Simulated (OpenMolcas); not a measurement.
neutral fluorine: effect of the level shift or regulariser

| Item | Value |
| --- | --- |
| Program | OpenMolcas |
| Basis | ANO-R3 [4s4p2d1f] |
| Scalar Hamiltonian | X2C, finite nucleus |
| Active space | 5 electrons in 9 orbitals (RAS2 2p; RAS3 3s 3d, at most 1 electron) |
| State averaging | 2S+1 = 2 odd, 3 roots; 2S+1 = 4 even, 3 roots; 2S+1 = 2 even, 8 roots |
| Spin-orbit coupling | state interaction with AMFI integrals over the reference wave functions, term energies averaged over their components |

Methods on the same reference wave functions:
A. RASSCF
B. SS-RASPT2, IPEA 0.25 Eh, imaginary shift 0.1 Eh (closed shells correlated: 1s 2s)
C. SS-RASPT2, IPEA 0.25 Eh, real shift 0.2 Eh (closed shells correlated: 1s 2s)

Energies in cm-1 above 2s2 2p5 2P* 3/2, the measured ground level; measured values from NIST Handbook of Basic Atomic Spectroscopic Data.

```csv
Level,A,B,C,Measured
2s2 2p5 2P* 3/2,0.0,0.0,0.0,0.0
2s2 2p5 2P* 1/2,400,400,400,404
2s2 2p4 3s 4P 5/2,100315,101190,101190,102406
2s2 2p4 3s 4P 3/2,100574,101450,101450,102680
2s2 2p4 3s 4P 1/2,100733,101610,101610,102840
2s2 2p4 3s 2P 3/2,105041,110010,110020,104731
2s2 2p4 3s 2P 1/2,105353,110330,110330,105056
```

Deviations, from unrounded energies. A percentage is the sum of absolute deviations over the sum of measured energies, with the sign that they share, or ± where signs differ.

```csv
Against measurement,Levels,A,B,C
mean absolute deviation (cm-1),6,1200,2400,2400
fine structure of the ground term (%),1,-1.1,-1.1,-1.1
other configurations (%),5,±1.3,±2.7,±2.8
```

A lies closest to measurement on these levels and C furthest from it. The largest miss of A in the table is 2s2 2p4 3s 4P 1/2, by -2100 cm-1. The ranking rests on the paired levels alone, and a cruder setting can come out closer through cancelling errors.

Between B and C the level of the table that moves most is 2s2 2p4 3s 4P 5/2, by 5.2 cm-1 (lowest in C, highest in B). Moves below CASPT2's spread within the term are not significant.

The lowest spin-free term lies below A's lowest term by 0.184 hartree in B, 0.184 hartree in C.

ANO sets are built for valence states and can reach diffuse excited orbitals poorly. Without dynamic correlation excited terms often stand tens of per cent too high (terms of higher spin than the ground term too low), and those without a measured partner can miss by more than the paired ones (holds for A). Computed and measured levels are paired by configuration, term and J; levels that our copy of the source lacks, or whose pairing is in doubt (as where it misses far off the trend of its configuration), stay unpaired and out of the deviations. Levels of configurations outside the active space are missing. Levels that lie high or do not pair safely by name in every column are left out.

* marks odd parity.
